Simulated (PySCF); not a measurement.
A run for PySCF: R-BP86/6-31G* on BCl, a point of a bond scan (R = 2.582 Å).

```python
from pyscf import gto, scf, dft, mp
from pyscf.data.elements import chemcore

mol = gto.M(
    atom='''
    B    -0.00000000   -0.00000000   -1.33031220
    Cl    0.00000000    0.00000000    1.25205855
    ''',
    basis='6-31g*',
    cart=True,
    charge=0, spin=0, verbose=3, max_memory=1800)
mf = dft.RKS(mol, xc='b88,p86')
mf.conv_tol = 1e-8
mf.max_cycle = 100
mf.kernel()
if not mf.converged:
    mf = mf.newton().run(mf.mo_coeff, mf.mo_occ)
```

It printed:

```
converged SCF energy = -484.922116241288
```

Self-consistency was reached.

Cost: around 0.4 core-seconds (rough).
